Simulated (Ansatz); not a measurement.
The pair A = GaH2I (SMILES [GaH2][I]) (first 4 atoms), B = H2O (SMILES O); geometry from B3LYP-D3(BJ)/def2-TZVP.
(charge 0, multiplicity 1):
```xyz
7

Ga    -0.0273    -1.2065     1.5089
I     -0.1618     1.0681     0.2849
H      1.3965    -1.8371     1.4839
H     -1.4106    -1.9196     1.6619
O      0.0002    -0.2135     3.4520
H      0.1647     0.7153     3.2200
H     -0.8712    -0.2394     3.8695
```

Correlated levels freeze the cores. Filled d and f shells under p-block atoms count as core. MP2 and its Hartree–Fock in def2-QZVPPD are density fitted.

Codes used: Ansatz (a first-principles code) with Gaussian orbitals. Values without a source in brackets are computed. In def2 rows elements past Kr take small-core potentials, without spin–orbit coupling.

The counterpoise-corrected interaction energy is E(AB) − E(A in the pair's basis) − E(B in the pair's basis). Total energies (hartree):

| level | AB | A in the pair's basis | B in the pair's basis |
|---|---|---|---|
| HF/def2-TZVPPD | -2297.2031321 | -2221.1153079 | -76.0628413 |
| MP2/def2-TZVPPD | -2297.6903215 | -2221.3337424 | -76.3276764 |
| HF/def2-QZVPPD | -2297.2471255 | -2221.1560305 | -76.0659845 |
| MP2/def2-QZVPPD | -2297.7781383 | -2221.3977472 | -76.3502385 |
| CCSD(T)/def2-TZVPPD | -2297.7412451 | -2221.3722508 | -76.3411484 |

Q: Work out the counterpoise-corrected interaction energy at the basis-set limit: extrapolate the MP2 correlation part as X⁻³, take Hartree–Fock from the larger set, and add the CCSD(T) − MP2 difference of def2-TZVPPD.

A: 
1. Differences (1 hartree = 627.509 kcal/mol): HF/def2-TZVPPD -15.677; MP2/def2-TZVPPD -18.137; HF/def2-QZVPPD -15.757; MP2/def2-QZVPPD -18.921; CCSD(T)/def2-TZVPPD -17.474.
2. Correlation parts, MP2 less HF: -2.460 in def2-TZVPPD (X = 3), -3.164 in def2-QZVPPD (X = 4).
3. Limit (4³·(-3.164) − 3³·(-2.460))/(4³ − 3³) = -3.678; with HF/def2-QZVPPD it gives -19.435.
4. CCSD(T) less MP2 in def2-TZVPPD: 0.663.
Result: -18.77 kcal/mol, against -18.14 at MP2/def2-TZVPPD. It is an estimate of this method's limit, not of the exact value.
